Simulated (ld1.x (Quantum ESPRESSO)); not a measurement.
**Mn, PAW: configuration errors across variants**

* Element: Mn (Z = 25)
* Generator: ld1.x (Quantum ESPRESSO) 7.5
* Type: PAW
* Functional: LDA (PZ)
* Relativity: scalar-relativistic
* Frozen core: [Ne] 3s2
* Valence charge: 13
* Reference configuration: 3p6 3d5 4s1.75 4p0.25
* Partial waves: 4s (bound): rcut 2.05, rcutus 2.45 bohr; 4s channel at -0.1 Ry: rcut 2.05, rcutus 2.45 bohr; 3p (bound): rcut 1.25, rcutus 1.35 bohr; 4p (bound): rcut 1.25, rcutus 1.35 bohr; 3d (bound): rcut 0.75, rcutus 1.00 bohr; 3d channel at 2.35 Ry: rcut 0.75, rcutus 1.00 bohr
* Local potential: all-electron potential smoothed inside 1.75 bohr (lloc = -1)
* Core correction: a·sin(br)/r model core inside 0.90 bohr
* Augmentation charge: BESSEL, radius 0.65 bohr

All-electron excitation energies from the reference (eV): (1) 3p6 3d5 4s2 4p0 -0.960; (2) 3p6 3d5 4s1 4p0 7.694; (3) 3p6 3d5 4s0 4p0 23.571; (4) 3p6 3d6 4s0 4p0 6.064; (5) 3p6 3d5 4s0 4p1 12.510; (6) 3p6 3d5 4s1.5 4p0 2.506.

1 further variants failed, have other tests or too few solved ones, and are left out.

Errors AE − PS in meV (a dash: test not solved or not reliable):

| change | (1) | (2) | (3) | (4) | (5) | (6) | bound ghosts |
| --- | --- | --- | --- | --- | --- | --- | --- |
| base | +0.4 | +2.7 | +23 | +12 | +21 | 0.0 | none |
| waves 3p (bound): rcut 1.06, rcutus 1.12 bohr; 4p (bound): rcut 1.06, rcutus 1.12 bohr | +0.4 | +2.6 | +24 | +13 | +23 | 0.0 | none |
| waves 3p (bound): rcut 1.25, rcutus 1.34 bohr; 4p (bound): rcut 1.25, rcutus 1.34 bohr | +0.4 | +2.7 | +24 | +14 | +22 | 0.0 | none |
| waves 3p (bound): rcut 1.25, rcutus 1.50 bohr; 4p (bound): rcut 1.25, rcutus 1.50 bohr | +0.3 | +2.7 | +19 | +8.8 | +15 | +0.1 | none |
| waves 3p (bound): rcut 1.25, rcutus 2.00 bohr; 4p (bound): rcut 1.25, rcutus 2.00 bohr | +0.8 | +3.7 | +35 | +13 | +32 | -0.1 | none |

(1) Give the same row for: waves 3p (bound): rcut 1.25, rcutus 1.82 bohr; 4p (bound): rcut 1.25, rcutus 1.82 bohr.

Answers

(1) +0.1, +4.4, +19, –, +7.5, +1.0; bound ghosts: none. Not counted: 3p6 3d6 4s0 4p0 (solver errors, printed error -1566 eV).
